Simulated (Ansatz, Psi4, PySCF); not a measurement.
BCl, triplet, at a GFN2-xTB geometry (the spin is typed, not shown lowest). Base run: REVPBE/def2-SVP (PySCF).

Geometry (Å):
```xyz
2

B      0.0000     0.0000    -1.2997
Cl     0.0000     0.0000     0.3823
```
Charge 0, spin multiplicity 3.
Orbitals are unrestricted.
All else is at PySCF's defaults.

The same geometry, method and basis name were run in Ansatz (a quantum-chemistry and plane-wave program) and Psi4 and PySCF, at each program's defaults and at the settings that a row names. The base is PySCF at its defaults. Differences at the defaults can come from grids, fitting, cores and function types together.

```json
[
 {"code and settings": "PySCF, defaults (exact integrals, its default grid, spherical functions)", "ΔE vs base (µEh)": "0.0", "basis functions": "32", "E (Eh)": "-484.64614", "SCF cycles": "9", "dipole (D)": "0.30"},
 {"code and settings": "Psi4, defaults (density fitting with its default set, its default grid, spherical functions)", "ΔE vs base (µEh)": "-22.9", "basis functions": "32", "E (Eh)": "-484.64617", "SCF cycles": "8", "dipole (D)": "0.30"},
 {"code and settings": "Ansatz, defaults (factorised integrals, its default grid, spherical functions)", "ΔE vs base (µEh)": "1.3", "basis functions": "32", "E (Eh)": "-484.64614", "SCF cycles": "-", "dipole (D)": "-"},
 {"code and settings": "PySCF, density fitting with def2-universal-jkfit", "ΔE vs base (µEh)": "-20.8", "basis functions": "32", "E (Eh)": "-484.64617", "SCF cycles": "9", "dipole (D)": "0.30"},
 {"code and settings": "PySCF, fine grid", "ΔE vs base (µEh)": "2.2", "basis functions": "32", "E (Eh)": "-484.64614", "SCF cycles": "9", "dipole (D)": "0.30"},
 {"code and settings": "Psi4, exact integrals, spherical functions, fine grid", "ΔE vs base (µEh)": "2.2", "basis functions": "32", "E (Eh)": "-484.64614", "SCF cycles": "10", "dipole (D)": "0.30"},
 {"code and settings": "Ansatz, high accuracy", "ΔE vs base (µEh)": "2.6", "basis functions": "32", "E (Eh)": "-484.64614", "SCF cycles": "-", "dipole (D)": "-"}
]
```

Open shells are given as the SCF converged; they aren't shown to be the lowest states, and a large step between rows can be another state.
